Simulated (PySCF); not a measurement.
Spectrum to structure. Method used: TDDFT PBE0/def2-SVPD, vertical, gas phase, core orbitals frozen in the response in PySCF. Geometries: GFN2-xTB, one conformer each.

| state | E (eV) | f | main configurations (H = HOMO, L = LUMO) |
| --- | --- | --- | --- |
| S1 | 4.27 | 0.0011 | H→L (91%) |
| S2 | 5.57 | 0.072 | H-1→L (81%) |
| S3 | 5.64 | 0.0050 | H→L+1 (83%) |
| S4 | 5.93 | 0.021 | H-1→L+1 (85%) |
| S5 | 6.14 | 0.062 | H-2→L (85%) |
| S6 | 6.26 | 0.035 | H→L+2 (71%) |
| S7 | 6.45 | 0.016 | H-4→L (45%), H-3→L (20%), H-2→L+1 (13%) |
| S8 | 6.52 | 0.0069 | H-3→L (76%), H-4→L (12%) |

Triplets computed (Tamm–Dancoff): 3.47, 3.80, 4.97 eV.

Question: Which candidate is it?
A. `[H]/N=C\C(=C)[SiH2][SiH2]Cl`
B. `Clc1ccpcn1`
C. `[H]/N=C1/CCC[C@@H]1C#N`
D. `C=CCCN=C`

Answer: A. Its S1 lies at 4.27 eV; the nearest of the others has S1 at 3.96 eV. S1 is HOMO→LUMO (91%). Löwdin shares by element: HOMO nitrogen 56%, carbon 22% or more, hydrogen 7% or more; LUMO carbon 60%, nitrogen 16% (atoms not listed hold the other 24%). At the same level the other candidates give, for their lowest levels:
- `[H]/N=C1/CCC[C@@H]1C#N`: 4.98 eV (f 0.001); 6.77 eV (f 0.008); 7.07 eV (f 0.009); 7.29 eV (f 0.016); 7.43 eV (f 0.066); T1 4.23 eV; HOMO -7.67, LUMO -0.84 eV
- `Clc1ccpcn1`: 3.96 eV (f 0.005); 4.27 eV (f 0.000); 4.68 eV (f 0.084); 4.98 eV (f 0.210); 5.45 eV (f 0.009); T1 3.08 eV; HOMO -7.47, LUMO -2.14 eV
- `C=CCCN=C`: 4.88 eV (f 0.001); 6.15 eV (f 0.043); 6.59 eV (f 0.001); 7.28 eV (f 0.077); 7.31 eV (f 0.183); T1 4.03 eV; HOMO -7.30, LUMO -0.42 eV

Conformer computed: `[H]/[N:4]=[CH:3]\[C:2](=[CH2:1])[SiH2:5][SiH2:6][Cl:7]`: C1–C2–C3–N4 40°, C1–C2–Si5–Si6 -105°, C2–Si5–Si6–Cl7 32°.
